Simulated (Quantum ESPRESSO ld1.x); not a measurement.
Values are calculated unless marked as measured or tabulated.
Task: Radial electron density D(r) = 4 pi r^2 rho(r) of an atom or ion with 18 electrons. Code: ld1.x of Quantum ESPRESSO 7.5. Model: scalar-relativistic Kohn-Sham, LDA (Slater exchange, VWN5 correlation), spin-polarised, spherical densities, point nucleus.

```
   r/bohr * D(r) (the largest magnitude, 44.1, reaches the edge; | marks zero)
 0.004962 |     *
  0.00555 |       *
 0.006208 |        *
 0.006943 |          *
 0.007766 |            *
 0.008686 |              *
 0.009716 |                 *
  0.01087 |                    *
  0.01216 |                       *
   0.0136 |                          *
  0.01521 |                             *
  0.01701 |                                 *
  0.01903 |                                    *
  0.02128 |                                        *
   0.0238 |                                          *
  0.02662 |                                             *
  0.02978 |                                              *
  0.03331 |                                               *
  0.03725 |                                              *
  0.04167 |                                             *
  0.04661 |                                            *
  0.05213 |                                          *
  0.05878 |                                        *
  0.06574 |                                      *
  0.07354 |                                      *
  0.08225 |                                       *
    0.092 |                                          *
   0.1029 |                                             *
   0.1151 |                                                 *
   0.1287 |                                                    *
    0.144 |                                                      *
   0.1611 |                                                     *
   0.1801 |                                                  *
   0.2015 |                                            *
   0.2254 |                                    *
   0.2521 |                            *
    0.282 |                      *
   0.3154 |                  *
   0.3528 |                 *
   0.3946 |                  *
   0.4413 |                    *
   0.4936 |                     *
   0.5521 |                     *
   0.6176 |                  *
   0.6907 |              *
   0.7726 |         *
   0.8642 |     *
   0.9666 |  *
    1.081 | *
    1.209 |*
    1.353 *
    1.513 *
    1.692 *
    1.893 *
```

What is the nuclear charge?

Result: Z = 31. The innermost maximum, from 1s, lies near gamma/Z bohr with gamma = sqrt(1 - (Z/c)^2) = 0.974, here 0.0314 bohr (found: 0.0341), and its height grows with Z. The density is that of the gallium ion Ga13+ in [Ar]; the configuration itself is not fixed sharply by these data, and Z only to about a unit. D(r) has 3 maxima, at r = 0.0341, 0.147, 0.506 bohr, and minima at 0.0712, 0.350 bohr, inside which lie 2.08, 10.39 electrons.
